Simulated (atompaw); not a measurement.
**strontium: PAW (atompaw) pseudisation with PBE, scalar-relativistic reference atom.**

| Quantity | Value |
| --- | --- |
| Element | Sr (Z = 38) |
| Generator | atompaw 4.2.0.5 |
| Type | PAW |
| Functional | PBE |
| Relativity | scalar-relativistic |
| Frozen core | [Ar] 3d10 |
| Valence charge | 10 |
| Reference configuration | 4s2 4p6 4d1 5s1 5p0 |
| Partial waves | 4s (bound): rc 1.90 bohr; 5s (bound): rc 3.00 bohr; 4p (bound): rc 2.25 bohr; 5p (bound, empty): rc 3.00 bohr; 4d (bound): rc 3.00 bohr; 4d channel at 4.9 Ry: rc 3.00 bohr |
| Local potential | troulliermartins scheme with l = 3 at 1 Ry, radius 1.95 bohr |
| Core correction | smooth core density matched at 1.75 bohr |
| Augmentation charge | besselshape compensation charge, radius 2.85 bohr; PAW radius 3.00 bohr; waves and projectors: custom polynom vanderbiltortho |

Poles of the logarithmic derivatives, all-electron (AE) and pseudo (PS). s: poles at -2.9, 2.4 (AE) and -2.9, 1.5, 3.6 (PS) Ry. p: poles at -1.5, 3.4 (AE) and -1.5, 2.0 (PS) Ry. d: poles at 0.7 (AE) and 0.7 (PS) Ry. Test radius 3.00 bohr.

- Cutoffs needed: 15 Ry and 25 Ry (the cutoffs (Ry, on a coarse ladder) from which the occupation-weighted sum of valence levels, in a spherical-Bessel basis at the reference potential, stays within 10 and 1 mRy of its value at 400 Ry)
- Ghost test: no extra level below or beside the all-electron valence levels (s, p, d, f tested) (spherical-Bessel basis up to 400 Ry, 20 bohr box)
- Lowest eigenvalue of the overlap operator: 0.54 (s channel)
- Overlap eigenvalues printed by atompaw (projector basis): 0.0398, 0.421, 0.824, 116, 6.52e+03, 3.01e+04
- Share of each valence orbital outside the PAW sphere: 4s 1 %, 5s 83 %, 4p 3 %, 5p 95 %, 4d 60 %
